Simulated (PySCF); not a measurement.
# Dipole moment and polarisability of `C[C@H]1CC=C(F)C(=O)C1`

Species: C7H9FO.
Atom-mapped SMILES: `[CH3:1][C@H:2]1[CH2:3][CH:4]=[C:5]([F:6])[C:7](=[O:8])[CH2:9]1` (hydrogens: H10, H11, H12 on C1; H13 on C2; H14, H15 on C3; H16 on C4; H17, H18 on C9)

Geometry (PBE0-D3(BJ)/def2-SVP, Å), atoms numbered from 1 in this order:
```xyz
18
C7H9FO angstrom
C     -1.2909   -0.4402   -0.1273
C      0.1312    0.0961   -0.1274
C      0.5724    0.5581    1.2605
C      2.0107    0.9623    1.2986
C      2.8935    0.5401    0.3839
F      4.1600    0.9313    0.4117
C      2.5477   -0.4009   -0.7117
O      3.3633   -0.7406   -1.5352
C      1.1285   -0.9208   -0.6760
H     -1.6101   -0.7206   -1.1425
H     -1.3761   -1.3359    0.5096
H     -2.0002    0.3111    0.2528
H      0.1689    0.9824   -0.7881
H     -0.0561    1.3978    1.6005
H      0.4004   -0.2537    1.9955
H      2.3687    1.6198    2.0970
H      0.8715   -1.2551   -1.6920
H      1.1296   -1.8228   -0.0339
```

Level: CAM-B3LYP/def2-SVPD (PySCF), static field, nuclei fixed, core orbitals frozen in the response. The polarisability tensor in these axes (au):

```
x    95.93   0.09 -10.49
y     0.09  72.23  13.19
z   -10.49  13.19  84.41
```

Q: Diagonalise the tensor; give its mean and Δα, where Δα² is half the sum of the squared differences of the eigenvalues.

A: Principal values 62.72, 86.05 and 103.80 au; mean 84.19 au = 12.48 Å³ = 13.88 × 10⁻⁴⁰ C²·m²/J; Δα = 35.69 au (42 % of the mean).

Q: What is the dipole moment, and where does it point?

A: (-4.34, 0.57, 2.45) D, 5.02 D in size, pointing from the negative to the positive side. Measured along this direction, the outermost atoms are O8 at the negative end and H12 at the positive end.

Q: Traceless (Buckingham) quadrupole moment about the centre of nuclear charge: eigenvalues?

A: -10.69, 4.90, 5.78 D·Å. The values depend on the origin, since the dipole doesn't vanish. The electronic extent ⟨r²⟩ about the same centre is 1250 bohr², a root-mean-square distance of 2.27 Å for the 68 electrons.

Q: In a dilute gas of rigid molecules at 400 K, how does the orientational term μ²/3kT compare with the electronic polarisability?

A: In Gaussian units μ²/3kT = 152.05 Å³ against 12.48 Å³, a ratio of 12.19; the Debye molar polarisation (4π/3)N_A(α + μ²/3kT) is 415.0 cm³/mol, leaving out the vibrational part.

Q: What molar refraction does this α imply?

A: Lorentz–Lorenz: R = (4π/3)N_A α = 2.5225 cm³/(mol·Å³) × 12.48 Å³ = 31.5 cm³/mol, in the limit of long wavelengths.

The structure is a single PBE0-D3(BJ)/def2-SVP conformer in the gas phase; no vibrational or solvent corrections.

These values come from a run that also computed excited states. Cost: about 1.7 min of CPU time on one thread; the machine was shared, so the figure is rough.
